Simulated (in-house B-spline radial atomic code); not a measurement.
Binding energies in Pr4+

NIST's tabulated ground configuration is [Xe] 4f1; each binding energy is the energy of the ion with one electron taken from that subshell, relaxed, less that of the parent. All numbers are computed (Dirac-Hartree-Fock, average of configuration; Fermi nucleus of rms radius 4.8919 fm) with an all-electron radial atomic-structure program (B-spline basis), not measured. Energies include first-order Breit, QED and recoil terms.

```csv
subshell,X-ray name,binding energy (eV),-ε (eV),relaxation (eV)
1s,K,42045.7,42280.7,69.9
2s,L1,6900,6955.4,37.1
2p1/2,L2,6500,6558.9,41.0
3s,M1,1571.1,1590.5,16.2
3p1/2,M2,1401.5,1421.2,16.9
3p3/2,M3,1305.3,1323.2,16.1
3d3/2,M4,1012.5,1031.5,18.0
3d5/2,M5,992.4,1010.6,17.7
4s,N1,372.3,378.5,5.5
4p1/2,N2,306.7,312.5,5.3
4p3/2,N3,285.7,290.9,5.0
4d3/2,N4,175.6,180.2,4.6
4d5/2,N5,171.9,176.4,4.5
5s,O1,91.01,91.83,0.71
5p1/2,O2,69.39,70.11,0.65
5p3/2,O3,65.82,66.43,0.58
4f,"N6,7",56.31,59.17,3.02
```

Relaxation = -ε minus the binding energy without Breit, QED and recoil terms.

Emission lines follow as differences of binding energies, with λ = 12398.42 eV·Å / E:

| line | holes | energy (eV) | wavelength (Å) |
| --- | --- | --- | --- |
| K-L2 | 1s → 2p1/2 | 35545.7 | 0.3488 |
| K-M3 | 1s → 3p3/2 | 40740.4 | 0.30433 |
| L2-M4 | 2p1/2 → 3d3/2 | 5487.5 | 2.2594 |
| L1-M3 | 2s → 3p3/2 | 5594.7 | 2.2161 |
| L2-N4 | 2p1/2 → 4d3/2 | 6324.4 | 1.9604 |

What does it cost to remove both a 2p1/2 and a 3p3/2 electron?

7880.3 eV, which is 74.97 eV more than the two single binding energies together.

What does it cost to remove both a 3p3/2 and a 4d5/2 electron?

1506.7 eV, which is 29.48 eV more than the two single binding energies together.
